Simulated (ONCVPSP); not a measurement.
# chlorine, ONCV: configuration errors across variants

Cl (Z = 17), optimised norm-conserving Vanderbilt (ONCV), made with ONCVPSP 4.0.1 (PBE, fully relativistic). Core [Ne], reference 3s2 3p5. Waves: 3s: rc 1.10 bohr, ncon 4, nbas 8, qcut 6.3 1/bohr, 2 projectors, debl 0.7 Ha; 3p: rc 1.30 bohr, ncon 4, nbas 9, qcut 5.6 1/bohr, 1 projector; d scattering state at 0.22 Ha: rc 1.00 bohr, ncon 4, nbas 7, qcut 8.4 1/bohr, local. Local part: the d channel. Core correction: Teter function, fcfact 3, rcfact 1.5.

Open shells are filled in proportion to 2j + 1.

In the s channel the program set the typed energies aside and used -0.760, 0.250 Ha.

All-electron excitation energies from the reference (eV): (1) 3s2 3p4 13.875; (2) 3s2 3p3 39.323; (3) 3s2 3p2 77.631; (4) 3s2 3p1 129.874.

1 further variants failed, have other tests or too few solved ones, and are left out.

A true bound ghost makes a file unfit for plane-wave use even where its test errors are small: the radial tests pick states by their node count and pass the ghost by.

Errors AE − PS in meV (a dash: test not solved or not reliable):

```json
{"change": "base", "(1)": "+5.0", "(2)": "+27", "(3)": "+73", "(4)": "+139", "bound ghosts": "s", "GHOST(+) flags above zero": "s"}
{"change": "p: rc 1", "(1)": "+5.7", "(2)": "+28", "(3)": "+72", "(4)": "+126", "bound ghosts": "s", "GHOST(+) flags above zero": "s"}
{"change": "p: rc 1.14", "(1)": "+5.2", "(2)": "+27", "(3)": "+73", "(4)": "+138", "bound ghosts": "s", "GHOST(+) flags above zero": "s"}
{"change": "p: rc 1.26", "(1)": "+5.0", "(2)": "+27", "(3)": "+73", "(4)": "+140", "bound ghosts": "s", "GHOST(+) flags above zero": "s"}
{"change": "p: rc 1.44", "(1)": "+4.9", "(2)": "+26", "(3)": "+70", "(4)": "+129", "bound ghosts": "s", "GHOST(+) flags above zero": "s"}
{"change": "p: rc 1.58", "(1)": "+4.9", "(2)": "+26", "(3)": "+66", "(4)": "+113", "bound ghosts": "s", "GHOST(+) flags above zero": "s"}
{"change": "p: rc 1.64", "(1)": "+4.9", "(2)": "+25", "(3)": "+63", "(4)": "+103", "bound ghosts": "s", "GHOST(+) flags above zero": "s"}
{"change": "p: rc 1.76", "(1)": "+4.8", "(2)": "+24", "(3)": "+57", "(4)": "+82", "bound ghosts": "s", "GHOST(+) flags above zero": "s"}
{"change": "p: rc 1.86", "(1)": "+4.8", "(2)": "+23", "(3)": "+52", "(4)": "+64", "bound ghosts": "s", "GHOST(+) flags above zero": "s"}
```

**Question.** Give the same row for: p: rc 1.34.

**Answer.** +4.9, +27, +72, +137; bound ghosts: s; GHOST(+) flags above zero: s.
